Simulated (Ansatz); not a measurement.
`[CH2]B(C)S` radical. Charge 0, multiplicity 2.

Z-matrix (Å, degrees):
```
C
B 1 1.569
H 1 1.097 2 109.3
H 1 1.095 2 110.7 3 -116.1
H 1 1.091 2 114.9 3 121.0
S 2 1.804 1 123.0 3 -112.0
C 2 1.526 1 122.4 3 67.2
H 6 1.343 2 98.8 1 -0.9
H 7 1.087 2 122.1 1 0.9
H 7 1.086 2 123.6 1 -179.1
```

Q: List the harmonic frequencies (cm⁻¹, unscaled) at PBE0-D4/def2-TZVP in Ansatz. (An estimate is asked.)

A: The calculation gave: 10i, 268, 271, 290, 382, 412, 592, 745, 790, 839, 857, 869, 1128, 1223, 1335, 1447, 1454, 1462, 2710, 3034, 3094, 3132, 3136, 3223.
